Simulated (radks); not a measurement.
Task: These are the eigenvalues of the occupied orbitals of an atom or ion with whole-number occupations (eV). All-electron calculation, scalar-relativistic Kohn-Sham, LDA (Slater exchange, Perdew-Wang correlation), spin-polarised, spherical densities, point nucleus. Program: a radial shooting solver on a logarithmic mesh with Libxc functionals.

| orbital | eigenvalue |
|---|---|
| 1s up | -87760.96 |
| 1s down | -87760.76 |
| 2s up | -19259.74 |
| 2s down | -19253.18 |
| 2p up | -17255.07 |
| 2p down | -17249.67 |
| 3s up | -7464.482 |
| 3s down | -7457.038 |
| 3p up | -6878.483 |
| 3p down | -6871.016 |
| 3d up | -6375.290 |

Which element is it, and in what charge state? The configuration may be excited. Open shells, if any, are filled with parallel spins first.

Result: Z = 80, mercury, charge +61: Hg61+ in [Ar] 3d1. The list shows which subshells hold electrons but not how many an open one holds; the 1s level, -3225.2 hartree, gives Z - s = 80.3 by -(Z - s)^2/2, which with screening and relativity narrows Z to a few neighbours, and the depths of the outer levels then fix element, charge and occupations together.
